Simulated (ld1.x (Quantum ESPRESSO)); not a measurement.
# PBE ultrasoft dataset for phosphorus (P), scalar-relativistic all-electron reference.

phosphorus (P), ultrasoft, made with ld1.x (Quantum ESPRESSO) 7.5 (PBE, scalar-relativistic). Core [Ne], reference 3s2 3p2 (charge +1). Waves: 3s (bound): rcut 1.10, rcutus 1.55 bohr; 3s channel at -1.2 Ry: rcut 1.10, rcutus 1.55 bohr; 3p (bound): rcut 1.45, rcutus 1.95 bohr; 3p channel at -0.55 Ry: rcut 1.45, rcutus 1.95 bohr; 3d channel at 0.15 Ry: rcut 1.45, rcutus 1.85 bohr. Local part: all-electron potential smoothed inside 1.35 bohr (lloc = -1). Core correction: a·sin(br)/r model core inside 0.75 bohr. Augmentation charge: PSQ, inside the norm-conserving radii.

* Cutoffs needed: 15 Ry and 21 Ry (the cutoffs (Ry, on a coarse ladder) from which the occupation-weighted sum of valence levels, in a spherical-Bessel basis at the reference potential, stays within 10 and 1 mRy of its value at 400 Ry)
* Ghost test: no extra level below or beside the all-electron valence levels (s, p, d, f tested) (spherical-Bessel basis up to 400 Ry, 20 bohr box)
* Largest excitation error: -21 meV (all-electron minus pseudo) for 3s0 3p5, out of 7 test configurations
* Lowest eigenvalue of the overlap operator: 0.45 (s channel)
* Density cutoff estimated by the generator: 207 Ry
